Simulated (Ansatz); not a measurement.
```yaml
crystal:
  periodic: [false, false, false]
  atoms:
    - {symbol: N, position_ang: [1.696216, -1.810949, 1.137922]}
    - {symbol: C, position_ang: [0.980798, -1.048083, 0.656412]}
    - {symbol: Sn, position_ang: [-0.314357, 0.331896, -0.225285]}
    - {symbol: Cl, position_ang: [-2.064542, -0.792319, -1.165394]}
    - {symbol: Cl, position_ang: [0.821839, 1.491548, -1.829984]}
    - {symbol: Cl, position_ang: [-1.077752, 1.763807, 1.380229]}
basis:
  gaussian: {orbitals: def2-TZVP}
magnetization: {spin_polarized: true, initial_magnetization: 1}
hamiltonian: {xc: {name: B97}}
scf: {lower_state_search: full}
output: {forces: true}
```

```sh
$ ansatz run in.yaml --threads 4 --pin off --events-out ev --progress --plain --max-ram 10444MiB
```

(1) How does Ansatz answer? (An estimate is asked.)

Results:

(1) The calculation gave: The program refused the input.
```
Error: a molecule whose nuclei and cores have a total charge of 86 cannot have a net charge of 0 together with 1 unpaired electrons
```
